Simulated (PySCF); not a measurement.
C5H9BrO.
SMILES with atom numbers: `[CH3:1][O:2][C@@H:3]1[CH2:4][CH2:5][C@H:6]1[Br:7]` (hydrogens: H8, H9, H10 on C1; H11 on C3; H12, H13 on C4; H14, H15 on C5; H16 on C6)

A GFN2-xTB structure was refined with PBE0-D3(BJ)/def2-SVP geometry optimisation, gas phase in PySCF. Its GFN2-xTB values:

| coordinate | GFN2-xTB |
| --- | --- |
| C1–O2 | 1.410 Å |
| C1–H8 | 1.095 Å |
| O2–C3 | 1.394 Å |
| C3–C4 | 1.538 Å |
| C3–C6 | 1.543 Å |
| C3–H11 | 1.099 Å |
| C4–C5 | 1.537 Å |
| C4–H12 | 1.086 Å |
| C4–H13 | 1.087 Å |
| C5–C6 | 1.530 Å |
| C5–H14 | 1.088 Å |
| C5–H15 | 1.088 Å |
| C6–Br7 | 1.949 Å |
| C6–H16 | 1.089 Å |
| O2–C3–C4 | 113.9° |
| O2–C3–C6 | 117.0° |
| C3–C4–C5 | 89.6° |
| C3–C6–C5 | 89.7° |
| C3–C6–Br7 | 116.9° |
| C4–C3–C6 | 88.4° |
| C4–C5–C6 | 88.9° |
| C5–C6–Br7 | 116.7° |
| O2–C3–C4–C5 | -133° |
| O2–C3–C6–C5 | 130° |
| C3–C4–C5–C6 | 14° |
| C4–C5–C6–Br7 | -134° |

Question: How do these coordinates change at the PBE0-D3(BJ)/def2-SVP level?

Answer: 
```tsv
coordinate	PBE0-D3(BJ)/def2-SVP (Å or °)	change
O2–C3	1.380	-0.014
C4–H13	1.100	+0.013
C4–H12	1.099	+0.013
C5–H15	1.099	+0.011
C5–H14	1.098	+0.010
C6–Br7	1.939	-0.010
C3–H11	1.109	+0.010
C1–H8	1.105	+0.010
C6–H16	1.099	+0.010
C1–O2	1.401	-0.009
C3–C4	1.533	-0.005
C4–C5	1.542	+0.005
C3–C6	1.539	-0.004
C5–C6	1.530	0.000
C3–C6–Br7	119.3	+2.4
O2–C3–C6	119.3	+2.3
C5–C6–Br7	118.7	+2.0
O2–C3–C4	115.6	+1.7
C4–C5–C6	87.3	-1.6
C3–C4–C5	88.6	-1.0
C4–C3–C6	87.3	-1.1
C3–C6–C5	88.8	-0.9
C4–C5–C6–Br7	-144	-10
O2–C3–C4–C5	-142	-9
O2–C3–C6–C5	139	+9
C3–C4–C5–C6	21	+7
```

The energy falls by 0.061 eV over 7 energy and gradient evaluations, the largest force component goes from 0.0115 to 2.5e-04 Eh/bohr, and the atoms move by 0.177 Å rms after alignment. Among the bonds, O2–C3, C4–H12 and C4–H13 change most and about equally (-0.014 to +0.013 Å). Bonds longer at the end by more than 0.005 Å: 9 of 16; shorter: 4. Among the dihedrals that turn most is H11–C3–C6–Br7, from 20° to 32°. Rotational constants go from 2507, 1176, 844.7 to 2468, 1214, 851.4 MHz.

The run used 161 basis functions and 46 SCF cycles in all. On Arm Neoverse V2, one thread, no GPU, on a shared host, this took 59 s and 0.79 GiB of memory at its peak.

PBE0-D3(BJ)/def2-SVP frequencies: not computed here. The numbers are those of one conformer.
